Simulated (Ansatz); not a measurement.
Job for Ansatz (a quantum-chemistry and plane-wave program): R-wB97M-V/def2-TZVPP on GeH4O2 (SMILES [OH][GeH2][OH]), a point of a torsion scan.

Ansatz 0.2 input:
```yaml
crystal:
  periodic: [false, false, false]
  atoms:
    - {symbol: O, position_ang: [1.48502398, 0.51656744, 0.37979531]}
    - {symbol: Ge, position_ang: [0.09792282, -0.43495586, 0.02562298]}
    - {symbol: O, position_ang: [-0.60904815, 0.36870153, -1.35441468]}
    - {symbol: H, position_ang: [1.41314400, 1.44314689, 0.15690951]}
    - {symbol: H, position_ang: [0.60779455, -1.79845743, -0.32350447]}
    - {symbol: H, position_ang: [-0.88450959, -0.41805047, 1.16925100]}
    - {symbol: H, position_ang: [-1.39723480, -0.00279638, -1.74046917]}
basis:
  gaussian:
    orbitals: def2-TZVPP
hamiltonian:
  xc: {name: wB97M-V}
scf: {lower_state_search: off}
```

It printed:

```
WARN ansatz: RAYON_NUM_THREADS=1 ignored (pool sized by the plan → 1); use --threads N
Functional definition: wB97M-V
these checks for a lower state are left out or cut short: stability, starts, cluster_reference, orbital_swaps, neighbouring_geometries, increment
integrals: 0.10 GiB planned
924 factors; their error is unknown
integrals: 0.13 GiB planned
198 factors; integrals over basis functions are off by at most 5.7e-6 eV
mean field: 0.88 GiB planned
mean field evaluation 1: about -60668.8470 eV, gradient 6.7e1 eV
mean field evaluation 2: about -60666.0861 eV, gradient 8.1e1 eV
mean field evaluation 4: about -60675.7568 eV, gradient 1.2e0 eV
mean field evaluation 8: about -60675.9217 eV, gradient 5.5e-2 eV
mean field evaluation 16: about -60675.9217 eV, gradient 4.7e-6 eV
mean field -60675.92173982 eV, -2229.7989963214 hartree, gradient 4.7e-6 eV, S^2 0.000000; 0 other end points of the search recorded, 0 dependent functions left out
reference -60675.92177851 eV, -2229.7989977433 hartree; 26, 26 occupied and 140, 140 virtual orbitals, 924 factors
Total energy: -60675.92177851 eV, -2229.7989977433 hartree
Checks for a lower state left out: stability, starts, cluster_reference, orbital_swaps, neighbouring_geometries, increment
```

The run converged.

Cost: roughly 6 core-seconds.
